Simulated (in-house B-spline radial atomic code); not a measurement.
Ionising Ti⁷⁺ with different functionals

Computed with a B-spline radial code for spherical atoms: scalar-relativistic (spin-free X2C) Hamiltonian, Fermi nucleus of rms radius 3.5921 fm, spin-polarised at highest spin, spherical fractional occupations for the functionals, and exact exchange of hybrids averaged over the configuration. The ionisation energy is the difference of two self-consistent energies, [Ne] 3s2 3p3 → [Ne] 3s2 3p2, without Breit or QED terms; ε is the level of the shell that loses the electron (its least bound occupied spin orbital).

```csv
method,rung,ΔSCF (eV),-ε(3p) (eV)
PBE0,global hybrid,169.28,160.78
B3LYP,global hybrid,169.21,160.05
TPSSh,global hybrid,169.50,159.24
BHandHLYP,global hybrid,169.14,163.61
r2SCAN0,global hybrid,169.92,161.61
B97-1,global hybrid,169.13,160.09
HSE06,range-separated hybrid,169.25,160.33
wB97X,range-separated hybrid,169.10,163.09
CAM-B3LYP,range-separated hybrid,169.14,162.04
LC-wPBE,range-separated hybrid,169.28,163.31
```

Question: Among the functionals, which spreads more, the ΔSCF values or the orbital energies?

Answer: The orbital energies: ΔSCF values span about 0.83 eV and the orbital energies 4.36 eV; here energy differences depend much less on the functional than eigenvalues do.

Question: How do they compare with the NIST value?

Answer: NIST lists 170.5 eV ± 0.4 (semi-empirical, ground level to ground level). Errors run from -1.40 to -0.58 eV; r2SCAN0 is closest (-0.58 eV), but part of that can be cancellation, since the calculations leave out spin-orbit coupling, Breit-QED terms, multiplet and fine-structure energies.
